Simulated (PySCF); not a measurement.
C₄H₁₃BO₂Si, SMILES C[Si](C)(C)CB(O)O, GFN2-xTB optimised geometry. Atoms within 1.6 Å of the plane z = 0.6 Å (x, y, z in Å): Si1 (-0.29, -1.11, 0.00), C2 (-0.94, -2.01, 1.56), C3 (1.62, -1.11, 0.00), C5 (-0.93, 0.69, 0.00), H9 (-0.59, -3.04, 1.58), H11 (-2.02, -2.03, 1.59), H12 (2.00, -0.57, -0.86), H13 (2.01, -2.12, -0.05), H14 (2.02, -0.65, 0.90), H18 (-2.02, 0.68, 0.03), H19 (-0.60, 1.18, 0.92), H20 (1.26, 2.12, -0.48).

Computed with CAM-B3LYP/def2-SVP run with PySCF.

Map of the HOMO−1 amplitude (bohr^(-3/2)) on the plane z = 0.6 Å; orbital energy -9.77 eV, overall sign arbitrary:

```
|444444444444444444444444444|
|444444444444444444444444444|
|444444444444444444444444444|
|444444444444444444444444444|
|444444444444444444444444444|
|444444444444444444444444444|
|444444443333344444444444444|
|444444333333334444444444444|
|444443332222234444444444444|
|444443322100234444444444444|
|444433321001234444444444444|
|444443322223444444444444444|
|444443333456654444444444444|
|444444444678764433344444444|
|444444445689864322344444444|
|444444455789863101245554444|
|444444456799853100355554444|
|444444445799853101356554444|
|444444445799864222455554444|
|444444445688764333455554444|
|444444444567654444455544444|
|444444444555554444455444444|
|444444444445444444444444444|
|444444444444444444444444444|
|444444444444444444444444444|
|444444444444444444444444444|
|444444444444444444444444444|
```
Scale: ten equal steps from -0.086 (start of '0') to 0.107 (end of '9'), in the order '0123456789'; x runs from -4.50 to 4.50, y from -4.50 (bottom) to 4.50 (top).
